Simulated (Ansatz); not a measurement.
Basis-set extrapolation for CH5BFNSi, SMILES `FBC1N[SiH2]1` (PBE0-D4/def2-TZVP geometry, frozen core, Ansatz). Multiplicity 1, RHF reference.

|  | def2-TZVPP | def2-QZVPP |
| --- | --- | --- |
| HF | -508.405027 | -508.424349 |
| MP2 correlation | -0.840957 | -0.905778 |
| CCSD(T) correlation | -0.908568 | not run |

Energies in hartree. Use E(X) = E(∞) + A·exp(−7.88·√X) for Hartree–Fock and E(X) = E(∞) + B·X^(−2.97) for correlation, with X = 3 and 4, and add CCSD(T) minus MP2 of the smaller set to the MP2 limit.

**Question.** What is the CCSD(T) energy at the basis-set limit?

**Answer.** HF limit: -508.424349 + (-0.019322) × 0.13774 = -508.42701. MP2 limit: -0.905778 + (-0.064821) × 0.74074 = -0.95379. Higher-order term: -0.908568 − (-0.840957) = -0.06761. Total: -509.44841 hartree, 354.0 kJ/mol below CCSD(T)/def2-TZVPP.
